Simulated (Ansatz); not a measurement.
Si43H56⁻, a nanocrystal cut from cubic silicon. The state is a doublet with charge -1. Geometry PBE-D4/def2-SVP, that of the neutral singlet; atoms count from 1.

Cartesian coordinates in Å:
```
Si -2.310 1.634 5.222
Si -3.792 5.118 4.187
Si -0.195 4.237 3.752
Si -2.497 4.586 0.578
Si -0.850 -1.869 6.177
Si 1.216 0.817 4.678
Si 0.206 -2.332 2.491
Si -3.769 1.643 -1.402
Si -2.258 -2.178 -0.350
Si -1.168 1.109 1.500
Si 1.135 3.657 -0.222
Si 2.465 0.176 0.723
Si -0.064 0.547 -2.131
Si -1.380 4.019 -3.090
Si 2.240 2.998 -4.251
Si -0.449 3.417 -6.799
Si 1.591 -5.789 3.454
Si 3.843 -3.262 1.674
Si 2.721 -6.364 -0.263
Si 1.331 -2.904 -1.212
Si 3.633 -0.413 -3.264
Si 2.500 -3.573 -4.831
Si 1.058 -0.079 -5.844
Si -4.261 2.881 4.787
Si -2.804 -0.604 5.774
Si -0.586 1.917 3.633
Si -3.042 2.303 0.734
Si -1.963 5.399 2.720
Si -0.742 4.855 -0.977
Si -1.681 -1.176 1.697
Si -0.348 -4.588 2.871
Si 0.865 -1.510 4.594
Si 1.943 -2.106 0.917
Si -1.943 1.744 -2.878
Si -0.577 -1.737 -1.933
Si 0.596 1.379 -0.032
Si 1.654 0.778 -3.725
Si -0.701 1.070 -6.910
Si 0.301 4.247 -4.719
Si 0.886 -5.215 -1.189
Si 3.314 -5.546 1.865
Si 0.757 -2.416 -5.928
Si 3.098 -2.646 -2.744
H -1.727 2.234 6.483
H -3.434 5.830 5.469
H -5.031 5.772 3.627
H -0.208 4.594 5.221
H 1.152 4.619 3.201
H -3.712 5.332 0.075
H -0.320 -1.406 7.512
H -1.194 -3.332 6.298
H 1.175 1.234 6.131
H 2.548 1.236 4.120
H -4.799 2.644 -1.869
H -4.413 0.282 -1.388
H -2.334 -3.671 -0.141
H -3.606 -1.711 -0.831
H 1.585 4.176 1.117
H 2.282 3.818 -1.184
H 2.908 0.712 2.059
H 3.610 0.357 -0.238
H -2.606 4.770 -3.561
H 3.098 3.630 -3.189
H 3.058 2.930 -5.521
H -1.734 4.093 -7.212
H 0.607 3.776 -7.816
H 2.090 -5.251 4.773
H 1.268 -7.252 3.641
H 4.268 -2.702 3.010
H 4.973 -3.060 0.694
H 2.430 -7.842 -0.182
H 3.901 -6.172 -1.184
H 4.474 0.256 -2.211
H 4.427 -0.419 -4.550
H 2.156 -5.036 -4.708
H 3.709 -3.456 -5.727
H 2.283 0.195 -6.690
H -5.084 2.904 6.054
H -5.087 2.204 3.729
H -3.625 -0.592 7.042
H -3.642 -1.244 4.701
H -4.173 2.126 1.718
H -1.644 6.875 2.639
H -0.405 6.323 -1.102
H -2.825 -1.341 2.668
H -1.336 -4.643 4.011
H -1.001 -5.206 1.665
H 2.096 -2.259 5.052
H -2.365 1.207 -4.224
H -1.016 -2.262 -3.277
H -2.024 0.644 -6.334
H -0.695 0.672 -8.367
H 0.647 5.709 -4.891
H -0.368 -5.525 -0.418
H 0.676 -5.667 -2.613
H 4.521 -6.316 2.351
H -0.581 -2.802 -5.359
H 0.764 -2.825 -7.382
H 4.311 -3.386 -2.227
```

Single mean-field runs in def2-SVP are fitted with def2-universal-jkfit.

Question: Estimate the Mulliken populations of the heavy atoms from the PBE0/def2-SVP orbitals of Ansatz.

Answer: 
```tsv
atom	charge (e)	spin (α − β)
Si1	-0.04	-0.01
Si2	0.09	0.00
Si3	0.11	0.01
Si4	0.00	-0.01
Si5	0.09	-0.01
Si6	0.12	0.00
Si7	-0.18	-0.03
Si8	0.14	-0.01
Si9	0.13	0.00
Si10	-0.08	-0.04
Si11	0.14	0.01
Si12	0.19	0.04
Si13	-0.08	-0.04
Si14	0.00	-0.01
Si15	0.11	0.01
Si16	0.09	0.00
Si17	0.09	0.00
Si18	0.15	0.02
Si19	0.09	0.00
Si20	-0.18	-0.03
Si21	0.12	0.00
Si22	0.09	-0.01
Si23	-0.04	-0.01
Si24	0.07	0.01
Si25	0.08	0.01
Si26	-0.24	0.05
Si27	-0.05	0.07
Si28	-0.07	0.03
Si29	-0.04	0.06
Si30	0.00	0.09
Si31	0.09	0.03
Si32	-0.04	0.04
Si33	-0.21	0.12
Si34	-0.05	0.07
Si35	0.00	0.09
Si36	-0.21	0.15
Si37	-0.24	0.05
Si38	0.07	0.01
Si39	-0.07	0.03
Si40	0.09	0.03
Si41	-0.12	0.03
Si42	0.08	0.01
Si43	-0.04	0.04
```
Mulliken values depend strongly on the basis.

Question: Where does the spin sit?

Answer: Summed by element: Si 0.91, H 0.09, of 1 unpaired in all. Largest on single atoms: Si36 0.15, Si33 0.12, Si35 0.09.

Question: And the Mayer bond orders between heavy atoms (over 0.3, the first 40 of 58)?

Answer: Si1–Si24 0.95 (2.36 Å); Si1–Si25 0.95 (2.36 Å); Si1–Si26 0.92 (2.36 Å); Si2–Si24 0.95 (2.36 Å); Si2–Si28 0.94 (2.36 Å); Si3–Si26 0.91 (2.36 Å); Si3–Si28 0.94 (2.35 Å); Si4–Si27 0.92 (2.35 Å); Si4–Si28 0.92 (2.35 Å); Si4–Si29 0.93 (2.36 Å); Si5–Si25 0.95 (2.36 Å); Si5–Si32 0.94 (2.36 Å); Si6–Si26 0.92 (2.36 Å); Si6–Si32 0.94 (2.35 Å); Si7–Si30 0.90 (2.35 Å); Si7–Si31 0.92 (2.35 Å); Si7–Si32 0.91 (2.35 Å); Si7–Si33 0.91 (2.35 Å); Si8–Si27 0.95 (2.35 Å); Si8–Si34 0.95 (2.35 Å); Si9–Si30 0.94 (2.35 Å); Si9–Si35 0.94 (2.35 Å); Si10–Si26 0.91 (2.35 Å); Si10–Si27 0.90 (2.35 Å); Si10–Si30 0.90 (2.35 Å); Si10–Si36 0.89 (2.35 Å); Si11–Si29 0.94 (2.35 Å); Si11–Si36 0.92 (2.35 Å); Si12–Si33 0.90 (2.35 Å); Si12–Si36 0.90 (2.35 Å); Si13–Si34 0.90 (2.35 Å); Si13–Si35 0.90 (2.35 Å); Si13–Si36 0.89 (2.35 Å); Si13–Si37 0.91 (2.35 Å); Si14–Si29 0.93 (2.36 Å); Si14–Si34 0.92 (2.35 Å); Si14–Si39 0.92 (2.35 Å); Si15–Si37 0.91 (2.36 Å); Si15–Si39 0.94 (2.35 Å); Si16–Si38 0.95 (2.36 Å).
